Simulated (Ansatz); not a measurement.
C2H6OSSi, SMILES `CC(=S)[SiH2]O`, relaxed with RKS PBE0-D4/def2-TZVP in Ansatz from a PBE-D4/def2-SVP geometry. The force threshold is 0.005 eV/Å; the program also tests the step.

The species carries charge 0 and has multiplicity 1.

Start:

```xyz
11

C    -1.200   -0.747    0.971
C    -0.358    0.337    0.378
S    -0.517    1.928    0.777
Si    0.999   -0.064   -0.921
O     1.717    1.384   -1.332
H    -1.715   -1.314    0.164
H    -1.951   -0.358    1.687
H    -0.550   -1.490    1.486
H     0.339   -0.733   -2.098
H     1.973   -1.033   -0.305
H     1.262    2.090   -0.806
```

```
step  energy (eV)  largest force (eV/Å)  largest move (Å)
   1  -22923.0890                 1.047             0.000
   2  -22923.1443                 0.654             0.028
   3  -22923.1584                 0.180             0.018
   4  -22923.1602                 0.099             0.023
   5  -22923.1615                 0.069             0.024
   6  -22923.1616                 0.018             0.011
   7  -22923.1617                 0.004             0.003
```

End:

```xyz
11

C    -1.190   -0.753    0.961
C    -0.367    0.345    0.386
S    -0.550    1.903    0.797
Si    0.976   -0.053   -0.895
O     1.707    1.341   -1.331
H    -1.702   -1.293    0.156
H    -1.924   -0.385    1.678
H    -0.538   -1.487    1.449
H     0.326   -0.715   -2.056
H     1.938   -1.004   -0.279
H     1.324    2.100   -0.865
```

Hardware: 4 threads of a server CPU on a shared host. Wall time 21 s, peak host memory 0.6 GiB.
